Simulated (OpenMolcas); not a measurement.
# Au3+: moving or changing the point charges

Au3+ among 6 point charges of -1.5 e arranged as a trigonal prism (D3h), 2.09 Å from the ion, with a polar angle of 44.2° against the regular 49.1°.

```
Program             : OpenMolcas
Method              : SS-CASPT2, IPEA 0.25 Eh, imaginary shift 0.1 Eh (closed shells correlated: 4f 5s 5p)
Basis               : ANO-RCC-VDZP [7s6p4d2f]
Scalar Hamiltonian  : DKH2, point nucleus
Active space        : 8 electrons in 5 orbitals (5d)
State averaging     : 2S+1 = 3 even, 10 roots; 2S+1 = 1 even, 15 roots
Spin-orbit coupling : RASSI with atomic mean-field integrals over the reference wave functions
```

Runs around this geometry, states (labels of D3, the rotations of D3h). Energies in cm-1 above the lowest state or level, χT in cm3 K/mol.

```
R (Å)  q (e)  Polar angle / regular  Ground state  First state of that spin  First gap with spin-orbit (degeneracies)  χT at 300 K  First state of another spin
 2.09   -1.2                    0.9           3A2                   3E 3580                                800 (1, 2)        1.811                     1E 12200
 1.88   -1.5                    0.9           3A2                   3E 8300                               1140 (1, 2)        1.173                     1E 12650
 2.09   -1.5                    0.9           3A2                   3E 4870                                900 (1, 2)        1.589                     1E 12400
 2.22   -1.5                    0.9           3A2                   3E 3560                                790 (1, 2)        1.831                     1E 12270
 2.09   -1.5                   0.97           3A2                   3E 4190                                880 (1, 2)        1.674                     1E 12280
```

Taking the first state of the same spin as R^-n, n = -ln(3560 / 8300) / ln(2.22 / 1.88) = 5.1 between the shortest and longest distance.

Scaling the charges by -1.2 / -1.5 = 0.80 scales the first state of the same spin by 3580 / 4870 = 0.74; with fixed orbitals a first-order splitting would follow the charge.

Roots that are degenerate in the reference are averaged as groups; the widest CASPT2 spread within a group is 79 cm-1 (the 2-fold group of multiplicity 3 near 9720 cm-1 above the lowest state of its run, R = 2.22, q = -1.5, ratio = 0.9). Shifts and gaps below about the spread of the groups concerned are not significant. Real 4d8 and 5d8 ions are as a rule square planar and diamagnetic. Free-ion shares, where given, are those of the reference states; single-state CASPT2 does not remix them. Spin-orbit coupling mixes the spin-free states strongly: the lowest level takes only 60 % from its leading state, 3A2 (figures for R = 2.09, q = -1.2, ratio = 0.9; the like holds for R = 2.09, q = -1.5, ratio = 0.9, R = 2.22, q = -1.5, ratio = 0.9, R = 2.09, q = -1.5, ratio = 0.97). Point charges carry no covalency, so the field is a model and not that of real ligands. No measured value stands beside these numbers.
